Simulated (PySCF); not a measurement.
## Working with the constants of SbN

RHF-CCSD(T) constants of SbN, ¹Σ⁺ (singlet), closed shell (Sb x2c-SVPall, N x2c-SVPall; spin-free X2C with a Gaussian nucleus (PySCF 2.14); masses 120.9038 and 14.0031 u):

| Quantity | Value |
| --- | --- |
| ωe | 822.2 cm⁻¹ |
| ωexe | 5.19 cm⁻¹ |
| Be | 0.38506 cm⁻¹ |
| αe | 0.00270 cm⁻¹ |
| D (centrifugal) | 3.38e-07 cm⁻¹ |
| De to Sb + N | 2.65 eV |

(1) Estimate the standard entropy (1 bar) and heat capacity of the ideal gas at 1500 K, rigid rotor with B0 and harmonic oscillator at the fundamental.

Correlated steps freeze 19 core orbitals. Correlated levels converge slowly with the basis: in double zeta they bind strong bonds too weakly, by up to about 1 eV, and carry superposition errors of some tenths. Spin–orbit coupling is left out, which matters for elements this heavy, above all for dissociation energies. Where the molecule has an RHF reference, its open-shell atoms are computed with UHF.

Answers

(1) Translation (Sackur–Tetrode, M = 134.91 u): 203.6 J/(mol K). Rotation: q = kT/(σB0) = 2720 with σ = 1, 74.1. Vibration: x = hcν0/kT = 0.779, 10.60. S° = 288.3 J/(mol K); Cp = 7R/2 + 7.91 = 37.0 J/(mol K).
